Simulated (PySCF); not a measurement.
**Electron correlation in S²⁺ (sulfur, charge +2)**

[Ne] 3s1 3p3, high-spin 5S determinant (an excited configuration). All numbers are calculated (PySCF 2.14, scalar relativity by spin-free X2C-1e, in dyall-av3z (19s12p3d2f, 84 functions)). Frozen: [Ne]; 4 electrons correlated; the 23 highest virtual orbitals of each spin left out.

```csv
level,correlation energy (mhartree)
CCSD,-33.28
(T),-0.35
CCSD(T),-33.63
```

Diagnostics: T1 = 0.00099, D1 = 0.0025, largest double amplitude 0.042.

Problem. Is a single reference adequate?

Solution. Yes: T1 lies below 0.03 and no double amplitude reaches 0.07.
